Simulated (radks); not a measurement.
Ionisation ladder of samarium, from Sm44+ to Sm61+. Each ion is in the ground configuration listed by NIST, and IE = E(next ion) - E(this ion), with E = 0 for the bare nucleus. Method: Dirac Kohn-Sham, PBE, spin-unpolarised, spherical densities, finite nucleus; open shells fill j = l - 1/2 first; Fermi nuclear charge, rms radius 5.0819 fm; computed with a radial shooting solver on a logarithmic mesh with Libxc functionals.

| species | configuration | IE, Delta-SCF (eV) | -e(HOMO) (eV) | HOMO | <r> HOMO (bohr) | IE, NIST (eV) | kind | error (eV) |
|---|---|---|---|---|---|---|---|---|
| Sm44+ | [Ar] | 3675.7 | 3626.2 | 3p3/2 | 0.233 | 3669 | theory | +6.7 |
| Sm45+ | [Ne] 3s2 3p5 | 3775.3 | 3725.4 | 3p3/2 | 0.231 | 3766 | theory | +9.3 |
| Sm46+ | [Ne] 3s2 3p4 | 3875.3 | 3825.2 | 3p3/2 | 0.230 | 3873 | theory | +2.3 |
| Sm47+ | [Ne] 3s2 3p3 | 3975.7 | 3925.4 | 3p3/2 | 0.229 | 3971 | theory | +4.7 |
| Sm48+ | [Ne] 3s2 3p2 | 4238.9 | 4186.3 | 3p1/2 | 0.218 | 4227 | theory | +11.9 |
| Sm49+ | [Ne] 3s2 3p1 | 4344.2 | 4291.5 | 3p1/2 | 0.217 | 4337 | theory | +7.2 |
| Sm50+ | [Ne] 3s2 | 4566.5 | 4517.6 | 3s1/2 | 0.228 | 4548 | theory | +18.5 |
| Sm51+ | [Ne] 3s1 | 4664.4 | 4615.3 | 3s1/2 | 0.227 | 4655 | theory | +9.4 |
| Sm52+ | [Ne] | 10512.6 | 10376.0 | 2p3/2 | 0.0854 | 10494 | theory | +18.6 |
| Sm53+ | [He] 2s2 2p5 | 10787.2 | 10649.6 | 2p3/2 | 0.0848 | 10762 | theory | +25.2 |
| Sm54+ | [He] 2s2 2p4 | 11063.5 | 10925.1 | 2p3/2 | 0.0842 | 11060 | theory | +3.5 |
| Sm55+ | [He] 2s2 2p3 | 11341.3 | 11202.2 | 2p3/2 | 0.0836 | 11337 | theory | +4.3 |
| Sm56+ | [He] 2s2 2p2 | 12300.0 | 12149.3 | 2p1/2 | 0.0770 | 12264 | theory | +36.0 |
| Sm57+ | [He] 2s2 2p1 | 12601.4 | 12450.7 | 2p1/2 | 0.0764 | 12588 | theory | +13.4 |
| Sm58+ | [He] 2s2 | 13037.0 | 12916.0 | 2s1/2 | 0.0917 | 12992 | theory | +45.0 |
| Sm59+ | [He] 2s1 | 13272.7 | 13156.7 | 2s1/2 | 0.0913 | 13262.9 | theory | +9.8 |
| Sm60+ | [He] | 54230 | 53721 | 1s1/2 | 0.0226 | 53986.1 | theory | +244.3 |
| Sm61+ | 1s1 | 55182 | 54732 | 1s1/2 | 0.0225 | 55214.3 | theory | -32.5 |

Reference values: NIST Atomic Spectra Database (exp. = measured, semi-emp. = semi-empirical, theory = theoretical value adopted there). The ionisation energy per charge of the ion left behind rises most, in proportion, at Sm60+ ([He]), from 221.21 to 889.02 eV. Spin polarisation and multiplet splitting are left out, so open shells lie too high by an amount that depends on their filling.

Beside tabulated values, note that spin-unpolarised runs miss the spin-polarisation part of the exchange energy of open shells.
